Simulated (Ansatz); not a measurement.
Molecule: sum formula SiH3Cl, charge 0, multiplicity 1. 
Structure (B3LYP-D3(BJ)/def2-TZVP (Ansatz, a program for electronic structure) minimum search):
SMILES: [SiH3]Cl
```xyz
5

Si    -0.9899    -0.0500    -0.0380
Cl     1.0723     0.0541     0.0412
H     -1.3688    -1.0690    -1.0360
H     -1.5103     1.2742    -0.4302
H     -1.4910    -0.4257     1.2983
```
Charge 0, spin multiplicity 1.

Basis-set convergence of Hartree-Fock and CCSD(T) correlation energies (hartree) with Ansatz. Valence correlation only, unless marked. Spin-orbit coupling is left out. No relativistic terms.

```json
[
 {"basis": "aug-cc-pV(D+d)Z", "functions": "91", "E(HF)": "-750.23529", "E(corr, CCSD(T))": "-0.30486"},
 {"basis": "aug-cc-pV(T+d)Z", "functions": "179", "E(HF)": "(withheld)", "E(corr, CCSD(T))": "(withheld)"}
]
```

Question: Fill in the missing entries.

Answer: 
- aug-cc-pV(T+d)Z, E(HF): -750.26313
- aug-cc-pV(T+d)Z, E(corr, CCSD(T)): -0.37755
